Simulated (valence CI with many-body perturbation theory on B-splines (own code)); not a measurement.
# Which ion has this spectrum?

A relativistic CI+MBPT calculation for an atom or ion with 14 electrons gives these levels (eV):

| J | Parity | E | g |
| --- | --- | --- | --- |
| 0 | even | 0.00 |  |
| 1 | even | 11.53 | 1.50 |
| 2 | even | 15.17 | 1.27 |
| 2 | even | 29.67 | 1.22 |
| 0 | even | 38.87 |  |
| 2 | odd | 66.62 | 1.90 |
| 1 | odd | 80.43 | 0.74 |
| 2 | odd | 82.57 | 1.30 |
| 3 | odd | 86.90 | 1.33 |
| 0 | odd | 95.21 |  |
| 2 | odd | 95.77 | 1.14 |
| 1 | odd | 96.72 | 1.33 |
| 2 | odd | 104.89 | 1.08 |
| 2 | odd | 109.48 | 0.92 |

The energies are calculated, with errors of perhaps 400 cm⁻¹, more in some levels.

(1) Which is it?
A. Br21+
B. Sr24+
C. Zr26+
D. Y25+

## Answers

(1) B. Sr24+, ground level 3s²3p² ³P_0.
